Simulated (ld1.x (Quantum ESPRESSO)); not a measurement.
## Ranking RRKJ potentials for Si (Z = 14)

All share these settings but for the change named:

Si (Z = 14), norm-conserving RRKJ (Kleinman–Bylander form), made with ld1.x (Quantum ESPRESSO) 7.5 (PBE, scalar-relativistic). Core [Ne], reference 3s2 3p0 (charge +2). Waves: 3p (bound, empty): rc 1.45 bohr; 3d channel at 0.4 Ry: rc 1.60 bohr; 3s (bound): rc 1.70 bohr. Local part: the s channel. Core correction: a·sin(br)/r model core, default radius (core density twice the valence density). rho0 = 0.02.

Test errors are all-electron minus pseudo excitation energies from the reference, over 3s2 3p2; 3s2 3p1; 3s1 3p0; 3s1 3p3; 3s1 3p2; 3s2 3p1.5; 3s2 3p2.3. None of these files shows a bound ghost.

The base gives 29.3 meV.

Of 10 variants that were run, those that failed, showed a ghost or another fault, or gave nearly equal values are left out.

A variant can come out equal or close to the base, since the largest error may sit in a test that the change hardly touches while other tests move.

(1) Rank these variants by their largest absolute test error, smallest first.
A. core correction none
B. wave 3d channel at 0.4 Ry: rc 1.60 bohr becomes 3d channel at 1.59 Ry: rc 1.60 bohr
C. all radii but the core radius scaled by about 1.25 (s 2.12, p 1.80, d 2.00 bohr)
D. wave 3s (bound): rc 1.70 bohr becomes 3s (bound): rc 2.56 bohr

Answers

(1) B (29.3 meV), C (45.3 meV), A (51.5 meV), D (94.6 meV).
